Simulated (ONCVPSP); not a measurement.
**K, ONCV: configuration errors across variants**

| Quantity | Value |
| --- | --- |
| Element | K (Z = 19) |
| Generator | ONCVPSP 4.0.1 |
| Type | optimised norm-conserving Vanderbilt (ONCV) |
| Functional | BLYP |
| Relativity | scalar-relativistic |
| Frozen core | [Ne] |
| Valence charge | 9 |
| Reference configuration | 3s2 3p6 4s1 |
| Partial waves | 3s+4s: rc 1.80 bohr, ncon 4, nbas 8, qcut 7.3 1/bohr, 3 projectors, debl 0.6 Ha; 3p: rc 1.20 bohr, ncon 4, nbas 7, qcut 5.6 1/bohr, 1 projector; d scattering state at 0.37 Ha: rc 1.65 bohr, ncon 4, nbas 8, qcut 5.5 1/bohr, 2 projectors, debl 1.6 Ha |
| Local potential | polynomial inside 1.10 bohr (lpopt 5, dvloc0 0 Ha) |
| Core correction | polynomial model core, fcfact 0.2 |

All-electron excitation energies from the reference (eV): (1) 3s2 3p6 4s0 4.359; (2) 3s2 3p6 4s0.5 1.635; (3) 3s2 3p6 4s0 4p1 1.648; (4) 3s1 3p6 4s1 41.724.

2 further variants failed, have other tests or too few solved ones, and are left out.

Errors AE − PS in meV (a dash: test not solved or not reliable):

| change | (1) | (2) | (3) | (4) | bound ghosts | GHOST(+) flags above zero |
| --- | --- | --- | --- | --- | --- | --- |
| base | -0.1 | 0.0 | +2.1 | -38 | none | s |
| d: qcut 7.1 | -0.1 | 0.0 | +2.1 | -38 | none | s |
| d: rc 1.82 | -0.1 | 0.0 | +2.1 | -38 | none | s |
| local potential polynomial inside 1.10 bohr (lpopt 5, dvloc0 9.5 Ha) | -0.1 | 0.0 | +1.1 | -42 | none | none |

Give the same row for: core correction Teter function, fcfact 3.75, rcfact 1.5.

-0.1, 0.0, +2.1, -39; bound ghosts: none; GHOST(+) flags above zero: s.
